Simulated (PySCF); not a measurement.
## From a computed spectrum to the compound

A species of 4 atoms with charge 3 has these harmonic modes (PBE0, small Gaussian bases with core potentials, PySCF 2.14.0):

```tsv
cm⁻¹	km/mol	symmetry
477	20.1	a1
691	98.8	b2
753	430.6	b1
1653	172.7	a1
3380	824.1	a1
3388	600.5	b2
```

(1) Which species is it, and in which structure?

Results:

(1) [Ho(H2O)]3+ (singlet in the valence; each metal's 4f electrons, 10 of them, lie in its core potential, out of spins and levels):
```xyz
4

Ho    0.0000    0.0000   -0.2193
O     0.0000    0.0000    1.9377
H     0.7806    0.0000    2.5685
H    -0.7806    0.0000    2.5685
```
Ideal gas at 298.15 K and 1 bar: S = 272.8 J/(mol K), Cp = 45.5 J/(mol K), H − H(0 K) = 11.1 kJ/mol (rigid rotor, harmonic modes, spin degeneracy alone, that of the 4f electrons in the core included). An lcecp potential fixes the number of 4f electrons, so in runs with it no electron can move into or out of that shell.
 The answer isn't unique; the calculation gave this one.
